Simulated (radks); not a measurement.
Task: Species: Er V. Configuration: [Xe] 4f8 5d2 (not the ground configuration). Calculated with a radial shooting solver on a logarithmic mesh with Libxc functionals: scalar-relativistic Kohn-Sham, exchange-only LDA, spin-polarised, spherical densities, finite nucleus; open shells are filled with parallel spins first (spin-orbit coupling, left out, can overturn this in heavy ions); Fermi nuclear charge, rms radius 5.2516 fm. Some entries of the table are withheld. Estimate them.

orbital  occ.  eigenvalue (Ry)  <1/r> (bohr^-1)  r(max) (bohr)
1s down     1        -4217.324            77.47        0.01287
1s up       1        -4217.324            77.47        0.01287
2s up       1        -713.0893            18.03        0.07330
2s down     1        -713.0692            18.04        0.07330
2p up       3        -631.6564            16.67        0.05958
2p down     3        -631.6409            16.67        0.05958
3s up       1        -164.3121            6.644         0.2075
3s down     1        -164.0580            6.651         0.2074
3p up       3        -139.5342            6.210         0.2041
3p down     3        -139.2811            6.217         0.2040
3d up       5        -108.3757            5.887         0.1665
3d down     5        -108.1754            5.894         0.1663
4s up       1        -36.91902            2.831         0.4730
4s down     1        -36.41017            2.829         0.4730
4p up       3        -28.69781            2.598         0.4938
4p down     3        -28.19892            2.594         0.4938
4d up       5        -17.66804            2.312         0.5083
4d down     5        -17.18058            2.307         0.5084
5s up       1         -7.96554            1.150            (1)
5s down     1         -7.66627            1.140            (2)
5p up       3         -5.78478           0.9942            (3)
5p down     3         -5.51573           0.9840            (4)
4f up       7         -5.47606            1.856            (5)
4f down     1         -5.00639            1.839            (6)
5d up       2         -3.12085           0.7355          1.500
5d down     0         -2.89758           0.7232          1.517

Result: 
(1) 5s up r(max) (bohr): 1.064
(2) 5s down r(max) (bohr): 1.070
(3) 5p up r(max) (bohr): 1.188
(4) 5p down r(max) (bohr): 1.196
(5) 4f up r(max) (bohr): 0.4890
(6) 4f down r(max) (bohr): 0.4908
